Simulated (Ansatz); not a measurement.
CHO2 (SMILES [O]C=O), doublet, geometry from GFN2-xTB; PBE0/pcseg-1 (Ansatz, a first-principles code).

Input for Ansatz:
Ansatz 0.2 input:
```yaml
crystal:
  periodic: [false, false, false]
  atoms:
    - {symbol: O, position_ang: [-1.07370959, -0.42926071, -0.00428227]}
    - {symbol: C, position_ang: [-0.04616944, 0.18751753, 0.00141223]}
    - {symbol: O, position_ang: [1.15027992, 0.11826974, 0.00194013]}
    - {symbol: H, position_ang: [-0.33554598, 1.36282262, 0.01026371]}
basis:
  gaussian:
    orbitals: pcseg-1.json
hamiltonian:
  xc: pbe0
magnetization: {spin_polarized: true, initial_magnetization: 1}
```
The basis file holds pcseg-1 in the JSON format of the Basis Set Exchange.

### Question
Write the output that Ansatz gives for this input, abridged.

### Answer

```
Functional definition: PBE0
465 factors; integrals over basis functions are off by at most 1.3e-3 eV
mean field evaluation 1: about -5135.4374 eV, gradient 2.9e1 eV
mean field evaluation 2: about -5132.7668 eV, gradient 4.1e1 eV
mean field evaluation 4: about -5138.4476 eV, gradient 8.3e-1 eV
mean field evaluation 8: about -5138.6177 eV, gradient 5.3e-2 eV
mean field evaluation 16: about -5138.6178 eV, gradient 1.0e-4 eV
mean field -5138.61775605 eV, -188.8407194548 hartree, gradient 2.7e-5 eV, S^2 0.756890; 1 other end points of the search recorded, 0 dependent functions left out
reference -5138.61777082 eV, -188.8407199973 hartree; 12, 11 occupied and 35, 36 virtual orbitals, 465 factors
Total energy: -5138.61777082 eV, -188.8407199973 hartree
```
